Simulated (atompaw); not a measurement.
**LDA (PW92) PAW (atompaw) dataset for Ta (Z = 73), scalar-relativistic all-electron reference.**

The input file (atompaw 4.2.0.5):

```
Ta 73
LDA-PW scalarrelativistic loggrid 2001 logderivrange -5 5 251
6 6 5 4 0 0
6 0 1.5
6 1 0.5
5 2 3
0 0 0
c
c
c
c
c
v
c
c
c
v
v
c
c
v
c
2
3.00 2.25 2.65 1.80
y
1.3
n
n
y
0.5
n
bloechl besselshape
3 1 troulliermartins
PWSCFOUT
UPFDX 0.0125d0 UPFXMIN -7.d0 UPFZMESH 73.d0
END
```

Command:

```bash
atompaw < Ta.input > Ta.log
```

The program printed (summary file):

```
Completed calculations for Ta (AE)

 Exchange-correlation type: LDA, Perdew-Wang correlation

 Radial integration grid is logarithmic
 r0 =   9.3554737E-05 h =   6.8294958E-03   n =      2001 rmax =   8.0000000E+01

 Scalar relativistic calculation

 AEatom converged in  40 iterations
   nz     =  73.00
   delta  =       1.059025981574E-15

 All Electron Orbital energies:
  n  l      occupancy      energy
  1  0      2.0000000E+00 -4.9475994E+03
  2  0      2.0000000E+00 -8.5018198E+02
  3  0      2.0000000E+00 -1.9476761E+02
  4  0      2.0000000E+00 -3.9706181E+01
  5  0      2.0000000E+00 -5.4375399E+00
  6  0      1.5000000E+00 -4.5075204E-01
  2  1      6.0000000E+00 -7.4532306E+02
  3  1      6.0000000E+00 -1.6358528E+02
  4  1      6.0000000E+00 -2.9472784E+01
  5  1      6.0000000E+00 -2.9655339E+00
  6  1      5.0000000E-01 -1.3799209E-01
  3  2      1.0000000E+01 -1.2714159E+02
  4  2      1.0000000E+01 -1.6374723E+01
  5  2      3.0000000E+00 -3.2803991E-01
  4  3      1.4000000E+01 -1.8901756E+00

 Total energy
   Total                    :   -31190.53479816222170

 ---
 Completed calculations for Ta (SC)

 Exchange-correlation type: LDA, Perdew-Wang correlation

 Radial integration grid is logarithmic
 r0 =   9.3554737E-05 h =   6.8294958E-03   n =      2001 rmax =   8.0000000E+01

 Scalar relativistic calculation

 SCatom converged in   4 iterations
   nz     =  73.00
   delta  =       1.361365252144E-14

 Valence Electron Orbital energies:
  n  l      occupancy      energy
   6  0      1.5000000E+00 -4.5075204E-01
   5  1      6.0000000E+00 -2.9655339E+00
   6  1      5.0000000E-01 -1.3799208E-01
   5  2      3.0000000E+00 -3.2803990E-01

 Total energy
   Total                    :   -31190.53479814980165
   Valence                  :     -672.19952865786036

 PAW parameters:
       lmax =            2
         rc =    3.0157205243774672
        irc =         1521
   rc_shape =    2.2636751170019851
    rc_vloc =    2.6668654622231638
    rc_core =    1.8068876600909891
   Vloc: Norm-conserving Troullier-Martins with l= 3;e=   1.0000E+00
   Projector type: Bloechl + Gram-Schmidt ortho.
   Bessel compensation charge shape zeroed at   2.2637E+00

 Number of basis functions     6
 No.   n  nodes  l      Energy         Cp coeff         Occ
  1    6    5    0   -0.4507520E+00 -0.8382613E+01  0.1500000E+01
  2  999    6    0    0.1300000E+01 -0.1066420E+02  0.0000000E+00
  3    5    3    1   -0.2965534E+01  0.1828137E+01  0.6000000E+01
  4    6    4    1   -0.1379921E+00  0.1397744E+01  0.5000000E+00
  5    5    2    2   -0.3280399E+00  0.1222803E+01  0.3000000E+01
  6  999    3    2    0.5000000E+00  0.1395381E+01  0.0000000E+00

 Eigenvalues of overlap operator (in the basis of projectors):
    1        4.02291604E-03
    2        1.44937485E-01
    3        1.03785588E+00
    4        1.17734129E+00
    5        2.41423610E+00
    6        9.10265050E+00

 Orbital leakage outside PAW augmentation regions
   orb  is_core?  %out_of_sphere
   1 0    T           0.00
   2 0    T           0.00
   3 0    T           0.00
   4 0    T           0.00
   5 0    T           0.03
   6 0    F          52.66
   2 1    T           0.00
   3 1    T          -0.00
   4 1    T           0.00
   5 1    F           0.33
   6 1    F          84.41
   3 2    T           0.00
   4 2    T           0.00
   5 2    F          18.40
   4 3    T           0.02

 Summary of PAW energies
   Total valence energy     :   -672.19953035788149
   Smooth energy            :     32.48369758710000
   One center               :   -704.68322794498147
   Smooth kinetic           :     26.52792113627488
   Vloc energy              :      2.85613265164960
   Smooth exch-corr         :    -12.48259792959332
   One-center xc            :   -599.22113484594297
```

The run took about 9.9 s on one core of a shared server CPU.
